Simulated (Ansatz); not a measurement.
Calculation: frozen-core CCSD(T)/cc-pVDZ // PBE-D3(BJ)/def2-SVP run with Ansatz (a first-principles code). The restricted HF reference is unstable towards unrestricted orbitals.

Ansatz 0.2 input:
```yaml
crystal:
  periodic: [false, false, false]
  atoms:
    - { symbol: N, position_ang: [0.987532, -3.333757, -1.050171] }
    - { symbol: C, position_ang: [0.694126, -2.248682, -0.707594] }
    - { symbol: C, position_ang: [0.339702, -0.924707, -0.289581] }
    - { symbol: C, position_ang: [1.343024, 0.023278, 0.042856] }
    - { symbol: Si, position_ang: [3.182563, -0.426217, -0.053924] }
    - { symbol: C, position_ang: [0.93973, 1.32034, 0.450876] }
    - { symbol: C, position_ang: [-0.405135, 1.689555, 0.534731] }
    - { symbol: C, position_ang: [-1.414982, 0.75683, 0.207125] }
    - { symbol: C, position_ang: [-2.847715, 0.90305, 0.216626] }
    - { symbol: C, position_ang: [-3.49404, -0.244164, -0.170619] }
    - { symbol: S, position_ang: [-2.409966, -1.555137, -0.565325] }
    - { symbol: C, position_ang: [-1.024462, -0.55351, -0.205546] }
    - { symbol: H, position_ang: [3.561932, -0.815287, -1.454905] }
    - { symbol: H, position_ang: [3.500833, -1.566266, 0.87184] }
    - { symbol: H, position_ang: [3.960635, 0.791857, 0.359649] }
    - { symbol: H, position_ang: [1.712474, 2.060172, 0.709975] }
    - { symbol: H, position_ang: [-0.684121, 2.704856, 0.855159] }
    - { symbol: H, position_ang: [-3.36645, 1.82815, 0.501621] }
    - { symbol: H, position_ang: [-4.57568, -0.41036, -0.252794] }
basis:
  gaussian: { orbitals: cc-pVDZ }
correlation:
  method: ccsd_t
```

Output:

```
Functional definition: HF
2006 factors; integrals over basis functions are off by at most 1.1e-3 eV
mean field evaluation 1: about -29539.6286 eV, gradient 4.3e1 eV
mean field evaluation 2: about -29540.1709 eV, gradient 4.3e1 eV
mean field evaluation 4: about -29546.1854 eV, gradient 9.2e0 eV
mean field evaluation 8: about -29546.4606 eV, gradient 6.5e-1 eV
mean field evaluation 16: about -29546.4634 eV, gradient 2.1e-6 eV
mean field evaluation 32: about -29536.2132 eV, gradient 1.7e0 eV
mean field -29546.46337350 eV, -1085.8125016639 hartree, gradient 2.1e-6 eV, S^2 0.000000; 0 other end points of the search recorded, 0 dependent functions left out; unrestricted orbitals would lower it
20 core orbitals not correlated
reference -29546.46337350 eV, -1085.8125016639 hartree; 29, 29 occupied and 162, 162 virtual orbitals, 2006 factors
second order -42.33070020 eV of doubles, -0.00000000 eV of singles
cycle   1  -41.97288753 eV  change    3.6e-1 eV  update   1.9e-1
cycle   2  -43.41200823 eV  change    -1.4e0 eV  update   6.2e-2
cycle   3  -43.74725292 eV  change   -3.4e-1 eV  update   2.8e-2
cycle   4  -43.74911856 eV  change   -1.9e-3 eV  update   8.5e-3
cycle   5  -43.75398421 eV  change   -4.9e-3 eV  update   4.4e-3
cycle   6  -43.75654234 eV  change   -2.6e-3 eV  update   1.4e-3
cycle   7  -43.75583598 eV  change    7.1e-4 eV  update   7.7e-4
cycle   8  -43.75563793 eV  change    2.0e-4 eV  update   3.4e-4
cycle   9  -43.75572085 eV  change   -8.3e-5 eV  update   1.7e-4
cycle  10  -43.75564930 eV  change    7.2e-5 eV  update   6.3e-5
cycle  11  -43.75558391 eV  change    6.5e-5 eV  update   2.4e-5
perturbative correction -2.13213994 eV, -0.0783546976 hartree
Total energy: -29592.35109734 eV, -1087.4988444114 hartree
```

Cost: roughly 17 core-minutes.
